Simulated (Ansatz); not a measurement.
One geometry of Hg2F3, several levels of theory.

```yaml
crystal:
  periodic: [false, false, false]
  atoms:
    - {symbol: Hg, position_ang: [-0.153931, -0.116691, -0.106547]}
    - {symbol: Hg, position_ang: [1.968709, 1.359115, 1.287087]}
    - {symbol: F, position_ang: [1.090994, -1.595927, -0.259371]}
    - {symbol: F, position_ang: [-1.209479, 1.489103, 0.166022]}
    - {symbol: F, position_ang: [-1.696292, -1.135601, -1.087202]}
basis:
  gaussian: {orbitals: def2-TZVP, initial_orbitals: start.molden}
magnetization: {spin_polarized: true, initial_magnetization: 1}
hamiltonian: {xc: {name: B3LYP}, dispersion: d4}
scf: {omitted_lower_state_checks: [starts]}
output: {orbitals: {seedname: orbitals}}
```

The file start.molden holds the orbitals of an earlier run on this structure, at another level or in another basis.

```sh
$ ansatz run in.yaml --threads 4 --pin off --events-out ev --progress --plain --max-ram 4787MiB
```

It prints (some lines left out):

```
Functional definition: B3LYP
1306 factors; their error is unknown
mean field evaluation 1: about -16508.5420 eV, gradient 6.2e0 eV
mean field evaluation 2: about -16508.5940 eV, gradient 6.4e-2 eV
mean field evaluation 4: about -16508.6672 eV, gradient 1.7e-4 eV
mean field -16508.66715134 eV, -606.6823278354 hartree, gradient 2.4e-5 eV, S^2 0.758704; 0 other end points of the search recorded, 0 dependent functions left out
reference -16508.66743083 eV, -606.6823381063 hartree; 34, 33 occupied and 145, 146 virtual orbitals, 1306 factors
Total energy: -16508.87522073 eV, -606.6899742444 hartree
Checks for a lower state left out: starts
```

It took 2.6 s on 4 threads of Intel Xeon 6975P-C on a shared host, peak host memory 0.61 GiB.

As the first input, with `gaussian: {orbitals: def2-SVP, initial_orbitals: start.molden}`, `hamiltonian: {xc: pbe0, dispersion: d4}` (abridged; 1.6 s):

```
Functional definition: PBE0
mean field -16486.66937489 eV, -605.8739244613 hartree, gradient 2.3e-5 eV, S^2 0.759841
Total energy: -16486.77749284 eV, -605.8778977229 hartree
Checks for a lower state left out: starts
```

The first input with `hamiltonian: {xc: pbe, dispersion: d4}`, `output: {forces: true, orbitals: {seedname: orbitals}}` (abridged; 1.6 s):

```
Functional definition: PBE
mean field -16500.44929500 eV, -606.3803271851 hartree, gradient 2.2e-5 eV, S^2 0.752738
Total energy: -16500.57559172 eV, -606.3849685038 hartree
Atom 0 force     0.031365     0.032818     0.026142 eV/Å
Atom 1 force    -0.078152    -0.062751    -0.055519 eV/Å
Atom 2 force     0.395974    -0.430771    -0.031627 eV/Å
Atom 3 force    -0.303274     0.490453     0.090884 eV/Å
Atom 4 force    -0.045913    -0.029748    -0.029880 eV/Å
Dipole moment:     0.933298     0.638385     0.606209 e Å
Checks for a lower state left out: starts
```

Geometry: PBE0-D4/def2-SVP.

In the def2 sets Hg takes a core potential; there is no spin–orbit coupling. B3LYP takes the VWN-RPA correlation. Another isomer (doublet) lies 1.32 eV lower at PBE0-D4/def2-TZVP; other spin states weren't run for this one.
